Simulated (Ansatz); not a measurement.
```yaml
crystal:
  periodic: [false, false, false]
  atoms:
    - {symbol: C, position_ang: [-0.777732, 0.302075, -1.781846]}
    - {symbol: Ti, position_ang: [-0.055646, 0.135129, 0.153859]}
    - {symbol: C, position_ang: [2.005966, 0.265605, 0.043107]}
    - {symbol: C, position_ang: [-0.629894, -1.728435, 0.844954]}
    - {symbol: N, position_ang: [-0.790634, 1.517274, 1.191371]}
    - {symbol: H, position_ang: [-1.869826, 0.228738, -1.804406]}
    - {symbol: H, position_ang: [-0.488438, 1.259513, -2.227319]}
    - {symbol: H, position_ang: [-0.357358, -0.509771, -2.387772]}
    - {symbol: H, position_ang: [2.452316, -0.038133, 0.996934]}
    - {symbol: H, position_ang: [2.374367, -0.402171, -0.744236]}
    - {symbol: H, position_ang: [2.332604, 1.285569, -0.187635]}
    - {symbol: H, position_ang: [-0.119187, -1.951705, 1.788629]}
    - {symbol: H, position_ang: [-0.355470, -2.492800, 0.108688]}
    - {symbol: H, position_ang: [-1.711452, -1.780536, 1.011184]}
    - {symbol: H, position_ang: [-0.367681, 2.423713, 1.341584]}
    - {symbol: H, position_ang: [-1.664937, 1.463136, 1.697101]}
basis:
  gaussian: {orbitals: def2-TZVPP}
total_charge: 1
magnetization: {spin_polarized: true, initial_magnetization: 1}
hamiltonian: {xc: {name: r2SCAN0}, dispersion: d4, pseudopotentials: {relativity: none}}
smearing: {width: 0.1}
```

```sh
$ ansatz run in.yaml --threads 4 --pin off --events-out ev --progress --plain --max-ram 11315MiB
```

(1) How does Ansatz answer? (Estimate.)

Answers

(1) Computed: The input was rejected before any iteration.
```
Error: YAML parse error: error: line 25 column 1: unknown field `smearing`, expected one of crystal, accuracy, basis, kpoints, hamiltonian, magnetization, projection, total_charge, correlation, batch, efield, external_charges, scf, relax, neb, saddle, md, ramp, phonons, dielectric, real_time, elastic, magnetic_configurations, gw, evaluate, workflow, output, checkpoint, execution
23 | magnetization: {spin_polarized: true, initial_magnetization: 1}
24 | hamiltonian: {xc: {name: r2SCAN0}, dispersion: d4, pseudopotentia…
25 | smearing: {width: 0.1}
```
